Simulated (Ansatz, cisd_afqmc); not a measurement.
Species: Se, charge 1, quartet.

Total energies in aug-cc-pVTZ, 5 correlated electrons, 14 frozen orbitals. UHF or UKS for unpaired electrons; spin-orbit terms are left out. Cores are frozen in correlated methods (noble-gas shells, and filled d and f shells in the p block). No relativity. AFQMC/CISD: phaseless, guided by CISD from CCSD amplitudes; bars are statistical, one sigma. Outlying blocks are dropped, and bars are widened where a walk drifts. Over all cases where full CI ran beside it in this data, AFQMC minus full CI had a median of +0.1 mEh and passed +0.4 mEh in a tenth of the cases.

```json
[
 {"method": "HF", "program": "Ansatz", "energy (Eh)": "-2399.55700", "minus CCSDTQ (mEh)": "94.00"},
 {"method": "MP2", "program": "Ansatz", "energy (Eh)": "-2399.63296", "minus CCSDTQ (mEh)": "18.05"},
 {"method": "CCSD", "program": "Ansatz", "energy (Eh)": "-2399.64775", "minus CCSDTQ (mEh)": "3.26"},
 {"method": "CCSD(T)", "program": "Ansatz", "energy (Eh)": "-2399.65040", "minus CCSDTQ (mEh)": "0.61"},
 {"method": "CCSDT(Q)", "program": "Ansatz", "energy (Eh)": "-2399.65100", "minus CCSDTQ (mEh)": "0.01"},
 {"method": "CCSDTQ", "program": "Ansatz", "energy (Eh)": "-2399.65101", "minus CCSDTQ (mEh)": "0.00"},
 {"method": "AFQMC/CISD", "program": "cisd_afqmc", "energy (Eh)": "-2399.6510 ± 0.0001", "minus CCSDTQ (mEh)": "0.0 ± 0.1"}
]
```

Ansatz is a program for electronic structure.
